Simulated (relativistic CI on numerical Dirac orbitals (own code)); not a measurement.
# Hyperfine structure of Te15+, mass number 123

Calculated at this level of theory: Dirac-Coulomb-Breit CI, orbitals from a KLI potential per configuration, model QED, unscaled Slater integrals (own radial code, finite nucleus).

CI space (outside the closed core [Ar] 3d10): 4s2 4p6 4d, 4s2 4p5 4d2, 4s2 4p6 4f, 4s 4p6 4d2, 4s2 4p6 5s, 4s2 4p5 4d 4f, 4s2 4p6 5p, 4s 4p6 4d 4f, 4s2 4p6 5d, 4s2 4p5 4d 5s, 4s2 4p6 5f, 4s2 4p6 6s, 4p6 4d3, 4p5 4d4, 4p5 4d3 4f. Double excitations out of closed p, d and f shells are left out; levels of such configurations are missing from the list, as are those of other unlisted configurations, and high levels can miss mixing partners. These lack a partner that the ground configuration has and come out too high: 4s2 4p5 4d 5s.

Nuclear spin I = 1/2, μ = -0.7358 μN (tables of Stone and Pyykkö). The electronic factors are computed for point nuclear moments, without core polarisation or the Bohr-Weisskopf and QED corrections.

| Level | E (cm⁻¹) | A (MHz) |
| --- | --- | --- |
| 4s2 4p6 4d 2D_3/2 | 0 | -6799 |
| 4s2 4p6 4d 2D_5/2 | 17411 | -2877 |
| 4s2 4p5 4d2 4D°_1/2 | 581871 | -2615 |
| 4s2 4p5 4d2 4D°_3/2 | 585537 | -6431 |
| 4s2 4p5 4d2 4D°_5/2 | 593833 | -5378 |
| 4s2 4p5 4d2 4D°_7/2 | 604938 | -5500 |
| 4s2 4p5 4d2 4G°_9/2 | 613499 | -7953 |
| 4s2 4p5 4d2 4G°_11/2 | 617625 | -6794 |

Levels with J = 0, under 50 % of one LS term, or S terms without an open s electron are left out. Small factors come from cancelling terms and can be off by tens of per cent or more.

At this charge energies of transitions that change n are usually good to better than 1 %, and those within a shell (Δn = 0) to a few per cent. Levels and lines within the n = 5 or 6 shells can be off by up to 10 % or somewhat more, and those that change n by about 2 %, since core polarisation is missing.

(1) Give the hyperfine levels of 4s2 4p6 4d 2D_3/2 relative to its centre of gravity.

Answers

(1) With K = F(F + 1) − I(I + 1) − J(J + 1), E = AK/2: F = 1: 8499, F = 2: -5100 MHz.

LS names give the leading component of a level, which can be under half, so a name can repeat, a term be missing and a line seem to break the LS rules.
